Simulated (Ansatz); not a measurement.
A structure relaxed at PBE0-D4/def2-TZVP, charge 0, multiplicity 1:

```xyz
9

O     0.548   -1.872    1.593
Sn    0.349   -1.095   -0.206
N    -1.073    0.439   -0.184
Si    0.286    1.344   -0.633
H     0.773   -1.214    2.255
H    -0.131   -2.468   -1.089
H    -2.054    0.634   -0.062
H     0.904    2.304    0.325
H     0.399    1.929   -2.000
```

Q: Give its formula and SMILES.

A: H5NOSiSn, `[OH][SnH]1[NH][SiH2]1`.

Q: Summarise the bond lengths by kind.

A: 1 × O–Sn 1.970 Å; 1 × H–O 0.960 Å; 1 × N–Sn 2.092 Å; 1 × Si–Sn 2.478 Å; 1 × H–Sn 1.701 Å; 1 × N–Si 1.694 Å; 1 × H–N 1.007 Å; 2 × H–Si 1.491 Å.

Computed with Ansatz.
